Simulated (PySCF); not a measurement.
In(Me)3(OH2), C3H11InO, singlet at its GFN2-xTB optimised geometry (Å):

```
16

In    -0.2071     0.1419     0.0000
C      2.0361     0.1419     0.0000
H      2.4139     0.3707     0.9950
H      2.4282     0.8927    -0.6864
H      2.4253    -0.8354    -0.2878
C     -1.3585     2.0522     0.0000
H     -1.1058     2.6143    -0.8969
H     -1.1146     2.6593     0.8708
H     -2.4282     1.8522    -0.0002
C     -1.2060    -1.8376     0.3360
H     -0.5410    -2.6593     0.0666
H     -2.1204    -1.9162    -0.2521
H     -1.4727    -1.9540     1.3852
O     -0.1692    -0.3160    -2.4788
H     -0.4995    -1.2159    -2.5681
H      0.7649    -0.3302    -2.7094
```

Method: PBE0/def2-TZVP, def2 effective core potentials past Kr (PySCF 2.14.0). The core electrons that the potentials of In replace are not part of the density. Cells within 0.4 Å of a nucleus heavier than hydrogen are left out (blank, or x).

Map of the log10 of the electron density (e/bohr³), floored at −4 on the plane z = 0.0 Å:

```
|00000000000000000000000000000|
|00000000000000000000000000000|
|00000000111110000000000000000|
|00000011223322100000000000000|
|00000122344443210000000000000|
|00001233455554320000000000000|
|00002345567665321000000000000|
|00012456678775432111111000000|
|0001346778xx76433222222110000|
|0001346888xx76543333443221000|
|00013456777776554445554421000|
|00012345566677765556665432100|
|00001234456689976667776542100|
|0000012334579xx9767xx76542100|
|0000001234579xx9777xx76542100|
|00000022345689986677876542100|
|00000123456677765567776532100|
|00001234566776655456676432000|
|00001345677776544344555421000|
|00002356788x76543233443210000|
|00002356777877543212222100000|
|00001345667787643110110000000|
|00001234556677542100000000000|
|00000123344565432100000000000|
|00000012233444321000000000000|
|00000001122232210000000000000|
|00000000001111100000000000000|
|00000000000000000000000000000|
|00000000000000000000000000000|
```
Scale: ten equal steps from -4.00 (start of '0') to 0.201 (end of '9'), in the order '0123456789'; x runs from -5.00 to 5.00, y from -5.00 (bottom) to 5.00 (top).
